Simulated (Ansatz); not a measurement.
Ideal-gas functions of `Cl[SiH2][SnH3]` at 500 K and 1 bar, from an Ansatz frequency run at PBE0-D4/def2-TZVP.

Molar mass 187.29 g/mol, point group Cs (symmetry number 1), electronic degeneracy 1, moments of inertia 53.974, 457.196, 497.519 u Å². Harmonic wavenumbers (cm⁻¹, unscaled): 66, 96, 298, 311, 394, 503, 543, 661, 692, 726, 727, 809, 933, 1937, 1948, 1951, 2224, 2237.

Use S(trans) = R[1.5 ln M + 2.5 ln T − 1.1517]; rotational temperatures θ = 24.2544 K / I; S(rot) = R[ln(√π/σ · √(T³/θAθBθC)) + 1.5]; for each mode x = 1.438777 ν̃/T, S = R[x/(eˣ − 1) − ln(1 − e⁻ˣ)] and H = RT x/(eˣ − 1); 1 cm⁻¹ = 0.0119627 kJ/mol; R = 8.31446 J/(mol·K).

Q: By hand: the entropy, in J/(mol·K).

A: Translation 184.9. Rotation: θ = 0.4494, 0.0531, 0.0488 K, giving 122.8. Vibration, mode by mode: 22.14, 19.04, 9.84, 9.51, 7.70, 5.93, 5.40, 4.12, 3.84, 3.55, 3.54, 2.94, 2.22, 0.21, 0.20, 0.20, 0.10, 0.10, in all 100.6. Electronic 0.0. Sum 408.3 J/(mol·K).

Q: By hand: H − E and G − E in kJ/mol, counted from the electronic energy.

A: Zero-point energy ½ × 17056 × 0.0119627 = 102.0; thermal vibration 25.7; translation, rotation and pV give 4 RT = 16.6. H − E = 144.3 kJ/mol, and G − E = 144.3 − 500 × 408.3/1000 = -59.8 kJ/mol.

Vibration gives 25 % of the entropy, 41.2 J/(mol·K) of it from the modes under 150 cm⁻¹: soft modes count most, and the harmonic formula is weakest for them.
